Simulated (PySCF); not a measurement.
# Polarisability and C₆ of Sb²⁺ (antimony, charge +2)

[Kr] 4d10 5s2 5p1, 2P determinant. Computed with PySCF 2.14 in ANO-RCC-VTZP (7s6p4d2f1g, 68 functions), with the spin-free X2C one-electron Hamiltonian (Gaussian nucleus). Coupled (time-dependent) response in atomic units; α is the mean over directions. The basis has no added diffuse functions, which lowers α and C₆.

| method | mean α (bohr³) | α xx, yy, zz | C₆ (like pair) | S(−4) |
| --- | --- | --- | --- | --- |
| UHF | 16.27 | 16.42, 15.95, 16.42 | 104.8 | 79.10 |
| PBE | 15.00 | 14.81, 15.37, 14.81 | 95.45 | 63.56 |
| PBE0 | 15.27 | 15.20, 15.42, 15.20 | 97.40 | 66.56 |

S(−4) is the Cauchy moment in α(ω) = α(0) + S(−4) ω² + …

Spin-orbit coupling is absent.

α(iu) at UHF:

| u (hartree) | α(iu) (bohr³) |
| --- | --- |
| 0 | 16.27 |
| 0.0500 | 16.07 |
| 0.100 | 15.52 |
| 0.200 | 13.71 |
| 0.300 | 11.59 |
| 0.500 | 8.052 |
| 0.750 | 5.411 |
| 1.00 | 3.959 |
| 1.50 | 2.515 |
| 2.00 | 1.806 |
| 3.00 | 1.095 |
| 5.00 | 0.5304 |

A single London oscillator, α(iu) = α/(1 + u²/ω²), gives C₆ = (3/4) ω α². Matching the computed C₆ needs ω = 4 × 104.8 / (3 × 16.27²) = 0.528 hartree.

For an ion, C₆ is the dispersion term alone; charge-induced terms of lower order in 1/R come first.

The components differ because the open shell of this determinant is not spherical; for a pure term their mean is the scalar polarisability.
